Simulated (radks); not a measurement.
Values are calculated unless marked as measured or tabulated.
Question: These are the eigenvalues of the occupied orbitals of an atom or ion with whole-number occupations (eV). Level of theory: Dirac Kohn-Sham, exchange-only PBE, spin-unpolarised, spherical densities, finite nucleus; Fermi nuclear charge, rms radius of each element as measured or else 0.836 A^(1/3) + 0.57 fm (a radial shooting solver on a logarithmic mesh with Libxc functionals).

orbital  eigenvalue
1s1/2     -8213.808
2s1/2     -983.3417
2p1/2     -858.1375
2p3/2     -840.6392
3s1/2     -113.3339
3p1/2      -75.3405
3p3/2      -73.1607
3d3/2      -12.2541
3d5/2      -12.0340

Which element is it, and in what charge state? The configuration may be excited. Open shells, if any, fill j = l - 1/2 first.

Answer: Z = 28, nickel, charge +1: Ni+ in [Ar] 3d9. The list shows which subshells hold electrons but not how many an open one holds; the 1s level, -301.85 hartree, gives Z - s = 24.6 by -(Z - s)^2/2, which with screening and relativity narrows Z to a few neighbours, and the depths of the outer levels then fix element, charge and occupations together.
